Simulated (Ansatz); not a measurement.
Wavefunction ladder for ClH4O2Si2, SMILES `O[SiH][SiH](O)Cl` radical

Z-matrix (Å, degrees):
```
Si
Si 1 2.337
Cl 1 2.064 2 107.9
O 1 1.644 2 103.5 3 -118.6
H 1 1.488 2 119.4 3 119.2
O 2 1.655 1 112.3 3 170.7
H 2 1.488 1 113.5 3 -69.4
H 4 0.959 1 118.1 2 -174.0
H 6 0.960 2 116.0 1 -49.5
```

Total charge 0; spin multiplicity 2. The geometry is a stationary point of PBE0-D4/def2-TZVP. It is one conformer, not always the lowest. Frozen core, unrestricted reference, Ansatz. CBS rows extrapolate triple and quadruple zeta; past MP2 they add the triple-zeta difference.

| basis | HF (Eh) | MP2 corr. | CCSD corr. | (T) | CCSD(T) total |
| --- | --- | --- | --- | --- | --- |
| def2-TZVPP | ? | -0.88460 | ? | ? | ? |
| def2-QZVPP | -1189.67930 | -0.96230 | – | – | – |
| CBS(def2) | -1189.68461 | -1.01986 | ? | as TZ | ? |

**Question.** Fill in the withheld values. (Best estimate.)

**Answer.** Ansatz gave: def2-TZVPP HF (Eh): -1189.64074; def2-TZVPP CCSD corr.: -0.92876; def2-TZVPP (T): -0.03568; def2-TZVPP CCSD(T) total: -1190.60518; CBS(def2) CCSD corr.: -1.06402; CBS(def2) CCSD(T) total: -1190.78431.
